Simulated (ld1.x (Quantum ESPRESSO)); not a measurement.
Ca (Z = 20), TM: configuration errors across variants

* Element: Ca (Z = 20)
* Generator: ld1.x (Quantum ESPRESSO) 7.5
* Type: norm-conserving Troullier–Martins (Kleinman–Bylander form)
* Functional: PBE
* Relativity: scalar-relativistic
* Frozen core: [Ne] 3s2
* Valence charge: 8
* Reference configuration: 3p6 3d0 4s1.75 4p0.25
* Partial waves: 3p (bound): rc 1.80 bohr; 3d (bound, empty): rc 1.65 bohr; 4s (bound): rc 3.55 bohr
* Local potential: the s channel
* Core correction: none

Occupied shells without a wave of their own: 4p. They enter only through the test configuration that unscreens the potential.

All-electron excitation energies from the reference (eV): (1) 3p6 3d0 4s2 4p0 -0.594; (2) 3p6 3d0 4s1 4p0 5.715; (3) 3p6 3d0 4s0 4p0 17.536; (4) 3p6 3d0 4s0 4p2 4.357; (5) 3p6 3d0 4s0 4p1 8.763; (6) 3p6 3d0 4s1.5 4p0 1.909; (7) 3p6 3d1 4s0 4p0 7.094.

For the base: The 4p level has no wave, so the channel is fitted at the deeper level alone: the likely source of the large errors.

The file “base” misses its own reference levels by 0.3 eV. The file “wave 3p (bound): rc 1.80 bohr becomes 3p (bound): rc 1.18 bohr” misses its own reference levels by 0.3 eV. The file “wave 3p (bound): rc 1.80 bohr becomes 3p (bound): rc 1.44 bohr” misses its own reference levels by 0.3 eV. The file “wave 3p (bound): rc 1.80 bohr becomes 3p (bound): rc 1.72 bohr” misses its own reference levels by 0.3 eV. The file “wave 3p (bound): rc 1.80 bohr becomes 3p (bound): rc 1.94 bohr” misses its own reference levels by 0.3 eV. The file “wave 3p (bound): rc 1.80 bohr becomes 3p (bound): rc 2.14 bohr” misses its own reference levels by 0.3 eV. The file “wave 3p (bound): rc 1.80 bohr becomes 3p (bound): rc 2.72 bohr” misses its own reference levels by 0.4 eV.

Errors AE − PS in meV (a dash: test not solved or not reliable):

```tsv
change	(1)	(2)	(3)	(4)	(5)	(6)	(7)	bound ghosts
base	+82	+170	+297	-798	-508	+122	+13	none
wave 3p (bound): rc 1.80 bohr becomes 3p (bound): rc 1.18 bohr	+82	+170	+297	-798	-508	+122	+12	none
wave 3p (bound): rc 1.80 bohr becomes 3p (bound): rc 1.44 bohr	+82	+170	+297	-798	-508	+122	+13	none
wave 3p (bound): rc 1.80 bohr becomes 3p (bound): rc 1.72 bohr	+82	+170	+297	-798	-508	+122	+13	none
wave 3p (bound): rc 1.80 bohr becomes 3p (bound): rc 1.94 bohr	+82	+170	+297	-798	-508	+122	+13	none
wave 3p (bound): rc 1.80 bohr becomes 3p (bound): rc 2.14 bohr	+82	+170	+297	-799	-509	+122	+13	none
wave 3p (bound): rc 1.80 bohr becomes 3p (bound): rc 2.72 bohr	+84	+172	+296	-817	-522	+124	+7.5	none
```

Problem. Give the same row for: wave 3p (bound): rc 1.80 bohr becomes 3p (bound): rc 2.44 bohr.

Solution. +83, +171, +298, -805, -513, +123, +10; bound ghosts: none.
